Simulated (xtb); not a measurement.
Si(Cl)(OH)2(OMe) (CH5ClO3Si), SMILES CO[Si](O)(O)Cl. All values are semi-empirical tight-binding results from xtb (GFN2-xTB unless named), good for trends rather than for accurate numbers. Geometry optimised at GFN2-xTB. The values are those of a single conformer.

Optimised geometry:

```xyz
11

C      2.3734    -0.5041     0.1300
O      1.1008    -0.8773    -0.3328
Si    -0.3349    -0.2665     0.0675
O     -0.5946    -0.4100     1.6560
O     -1.4625    -1.1085    -0.7263
Cl    -0.4228     1.6918    -0.4470
H      2.4596    -0.7001     1.1994
H      3.1051    -1.1004    -0.4143
H      2.5538     0.5569    -0.0540
H     -1.4681    -0.2989     2.0223
H     -1.3647    -1.2953    -1.6560
```

The orbital gap is 8.62 eV. The dipole moment is 1.50 D and the zero-point energy is 44.3 kcal/mol. The G − E(el) at 298.15 K (modified RRHO) is 22.9 kcal/mol and the static polarisability (D4 model) is 75.3 bohr³. The solvation energy, GFN2-xTB/ALPB(water) is -10.2 kcal/mol and the solvation energy, GFN2-xTB/ALPB(benzene) comes out as -5.3 kcal/mol.

Computed atomic charges and the Wiberg bond orders between heavy atoms:
charges (e) C1 0.03, O2 -0.34, Si3 0.67, O4 -0.45, O5 -0.46, Cl6 -0.27, H7 0.05, H8 0.06, H9 0.05, H10 0.33, H11 0.33. Bond orders C1–O2 0.98, O2–Si3 1.15, Si3–O4 1.18, Si3–O5 1.15, Si3–Cl6 0.98.
